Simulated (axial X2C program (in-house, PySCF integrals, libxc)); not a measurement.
Which molecule has these constants?

Computed with an axial X2C code built on PySCF integrals, spin-free (one-electron X2C) or two-component (2c: spin–orbit coupling with atomic mean-field Coulomb and Gaunt terms, which also bring small scalar terms), in Dyall basis sets with cores contracted in-house; open shells are unrestricted.

A two-component PBE0 calculation in a Dyall 3-zeta basis gave Re = 2.125 Å, ωe = 440.5 cm⁻¹, De = 1.35 eV, Ω = 0.

Problem. Which molecule is it?
A. LiBr⁻
B. BBr⁻
C. BeBr⁻
D. BrF⁻
E. CBr⁻

Solution. C. The others have LiBr⁻ 2.287 Å and 432.8 cm⁻¹ (Ω = 1/2); BrF⁻ 2.289 Å and 277.3 cm⁻¹ (Ω = 1/2); BBr⁻ 2.078 Å and 416.8 cm⁻¹ (Ω = 1/2); CBr⁻ 2.027 Å and 442.3 cm⁻¹ (Ω = 1).

Each entry is the lowest single determinant of a limited PBE0 search at one distance. De goes to single-determinant-based atoms at the same level (for ions the charge split of lowest energy) and is withheld (n/a) where an atom does not fit its ground term or J level. Main or longest-lived isotopes. One determinant is a doubtful description, or other states lie close, for CBr⁻; these need not be ground states, and all values refer to the states named. Some open-shell Ω = 0 determinants are out of reach, so the Ω given for CBr⁻ need not be the lowest component. With several unpaired electrons the Ω given is that of one determinant, not necessarily of the lowest component. Some light 2c atoms are not at their ground J level, so De misses part of their lowering (0.04 eV or less). The functionals have no current term, which raises determinants with orbital currents.
